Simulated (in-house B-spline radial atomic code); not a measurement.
RPA and G0W0 for the mercury ion Hg⁷⁺, [Xe] 4f14 5d5, highest spin, as one setting changes: the highest l of the empty states. Start: r2SCAN. A dash marks a level of low quasi-particle weight. Computed with a B-spline radial code for spherical atoms: all electrons, scalar-relativistic (spin-free one-electron X2C), finite nucleus, each spin shell either full or empty, empty states to the listed l with an (l + 1/2)⁻⁴ tail; G0W0 by contour deformation at full frequency.

Without the two-electron picture change, the correlation of inner shells comes somewhat too large for so heavy an element.

```csv
highest l of the empty states,RPA summed (Eh),RPA extrapolated (Eh),G0W0 level (eV)
5,-5.6729,-6.6488,5d up -117.95
6,-6.0306,-6.645,5d up -117.97
7,-6.2237,-6.6184,5d up -118.00
8,?,?,?
9,?,?,?
10,-6.4395,-6.5621,5d up -117.97
11,-6.4655,-6.5527,5d up -117.96
```

**Question.** What belongs in the row for 9?

**Answer.** RPA summed (Eh): -6.3991; RPA extrapolated (Eh): -6.5753; G0W0 level (eV): 5d up -117.97.

**Question.** What belongs in the row for 8?

**Answer.** RPA summed (Eh): -6.3339; RPA extrapolated (Eh): -6.5952; G0W0 level (eV): 5d up -117.98.
